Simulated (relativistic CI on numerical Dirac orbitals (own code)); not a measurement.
A reference radial Dirac CI calculation of Be II gave the lowest total energy -14.27864 Ha in 17 SCF steps, from this input:

```
atom Be  Z=4  charge=1  electrons=3
nucleus A=9  rms_radius_fm=2.5190
hamiltonian dirac-coulomb  breit=on  qed=on  c_scale=1
orbitals kli  potential=per-configuration
slater_scale 1
correlation none
mixing on
grid step=0.0125 r_max=34.5
scf mixing=0.4 start=green max_iterations=150 tolerance=2e-08 node_fill=0.05
configurations
  [He] 2s
  [He] 2p
end
```

One setting was then changed (and the iteration limit cut to 85), and the output read:

```
SCF 1: [He] 2s
 iter      energy (Ha)   residual   last orbital (Ha)
    1       -14.189425   6.07e-01     -0.82576
    2       -14.264953   3.33e-01     -0.71411
    3       -14.267438   2.51e-02     -0.60579
    4       -14.265710   7.59e-03     -0.59331
    5       -14.261234   3.65e-04     -0.58062
    6       -14.261411   1.55e-04     -0.58122
    7       -14.261359   7.17e-06     -0.58119
    8       -14.261361   5.07e-06     -0.58120
    9       -14.261359   2.90e-07     -0.58119
   10       -14.261359   3.27e-08     -0.58119
   11       -14.261359   2.28e-09     -0.58119
SCF 2: [He] 2p
 iter      energy (Ha)   residual   last orbital (Ha)
    1       -14.005672   4.81e-01     -0.70095
    2       -14.101511   2.56e-01     -0.60576
    3       -14.132823   9.31e-03     -0.52784
    4       -14.132660   5.30e-03     -0.51904
    5       -14.132268   3.85e-04     -0.51170
    6       -14.132279   2.74e-04     -0.51187
    7       -14.132290   2.92e-06     -0.51206
    8       -14.132290   5.58e-07     -0.51206
    9       -14.132290   3.88e-08     -0.51206
   10       -14.132290   4.22e-09     -0.51206
orbital energies (Ha): 1s -4.1556  2s -0.5812
configuration averages (Ha): Dirac-Coulomb, Breit, QED
  2s                             -14.261359    0.000673    0.000350
  2p                             -14.132290    0.000677    0.000346
levels: no., configuration, term, J, E (cm-1), weight
   1 2s                     2S   1/2              0.0  1.00
   2 2p                     2P*  1/2          28321.6  1.00
   3 2p                     2P*  3/2          28327.6  1.00
lowest total energy -14.260336 Ha
end: converged
```

(1) Which setting was changed?
A. node fill of the KLI weights
B. SCF mixing
C. configuration list
D. Breit term

Answers

(1) A. The node fill of the KLI weights 5. This setting is bad on purpose; its numbers may not be properties of the ion.
